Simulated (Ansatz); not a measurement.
Program: Ansatz. Geometries: PBE0-D4/def2-TZVP. ΔE: electronic, gas phase. CBS: MP2 limit from def2 TZ/QZ plus the TZ coupled-cluster correction, frozen cores. This one scheme is used for every species. DFT in def2-TZVPP. Each species was taken in one conformer, which may not be the lowest.

`FC1=C(Cl)[SiH2]1` + H₂S → `FC1=C(S)[SiH2]1` + HCl  (substitution at a C–Cl bond)

(1) Is it downhill or uphill in electronic energy at CCSD(T)/CBS, and by how much? (Estimate.)

(2) What do these levels give: r2SCAN-D4, CAM-B3LYP-D4, PBE, HF/def2-SVP, SCS-MP2/def2-QZVPP, CCSD/CBS(def2)? (Best estimate.)

Largest T1 diagnostic among the species: 0.014.

Answers

(1) Ansatz gave: Downhill: ΔE = -35.4 kJ/mol.

(2) Computed: r2SCAN-D4 -35.3, CAM-B3LYP-D4 -34.2, PBE -32.1, HF/def2-SVP -33.8, SCS-MP2/def2-QZVPP -35.4, CCSD/CBS(def2) -35.2 kJ/mol.

Leaving LDA and LC-ωPBE aside and taking each functional with its dispersion term where it has one, the values, not all of them listed here, spread over 3.1 kJ/mol, from PBE-QIDH to BLYP-D4. From BLYP to BHLYP (50 % exact exchange), in def2-TZVPP and without D4, ΔE moves by −3.6 kJ/mol.
